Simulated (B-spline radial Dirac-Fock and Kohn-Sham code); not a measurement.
## Energy-loss ionisation edge O1 (5s) of Pt

System: atomic platinum, [Xe] 4f14 5d9 6s1. Calculated with a radial atomic solver, using the first Born approximation with generalised oscillator strengths from a Dirac-Hartree-Slater potential (longitudinal and transverse terms; continuum final states only, so no white lines or fine structure). The edge is taken at 101.7 eV (tabulated value).

Input of the calculation (task.json; shells as n, l, electrons):

```json
{"items": [{
  "Z": 78,
  "q": 0,
  "cfg": [[1, 0, 2], [2, 0, 2], [2, 1, 6], [3, 0, 2], [3, 1, 6], [3, 2, 10], [4, 0, 2], [4, 1, 6], [4, 2, 10], [4, 3, 14], [5, 0, 2], [5, 1, 6], [5, 2, 9], [6, 0, 1]],
  "A": 195,
  "rrms": 5.427,
  "do": "eels",
  "beams": [[60, 5], [60, 20], [60, 50], [80, 5], [80, 10], [80, 100], [100, 50], [120, 5], [120, 10], [200, 5], [200, 10], [200, 100], [300, 5], [300, 20]],
  "edges": {"O1": 101.7}
}]}
```

Launch: `python xray2_run.py task.json out`

Partial cross sections σ(β, Δ) in barn, integrated over a window Δ above the edge and up to the collection semi-angle β, for parallel illumination:

| E₀ (kV) | β (mrad) | Δ = 25 eV | Δ = 50 eV | Δ = 100 eV | Δ = 200 eV | Δ = 300 eV |
| --- | --- | --- | --- | --- | --- | --- |
| 60 | 5 | 579 | 951 | 1450 | 1920 | 2110 |
| 60 | 20 | 2360 | 3670 | 4990 | 6150 | 6690 |
| 60 | 50 | 6140 | 10800 | 16000 | 19700 | 20700 |
| 80 | 5 | 545 | 896 | 1380 | 1850 | 2040 |
| 80 | 10 | 990 | 1560 | 2290 | 3020 | 3360 |
| 80 | 100 | 5150 | 9250 | 14500 | 19800 | 22200 |
| 100 | 50 | ? | ? | ? | ? | ? |
| 120 | 5 | 505 | 827 | 1270 | 1720 | 1920 |
| 120 | 10 | 957 | 1500 | 2150 | 2810 | 3110 |
| 200 | 5 | 482 | 781 | 1190 | 1610 | 1810 |
| 200 | 10 | 1000 | 1570 | 2180 | 2760 | 3040 |
| 200 | 100 | 2740 | 4920 | 7740 | 10600 | 11900 |
| 300 | 5 | 499 | 798 | 1190 | 1600 | 1800 |
| 300 | 20 | 2090 | 3660 | 5480 | 6770 | 7170 |

Q: Give the row for 100 kV and 50 mrad.

A: 4330 b for 25 eV, 7750 b for 50 eV, 12100 b for 100 eV, 15800 b for 200 eV, 17000 b for 300 eV.
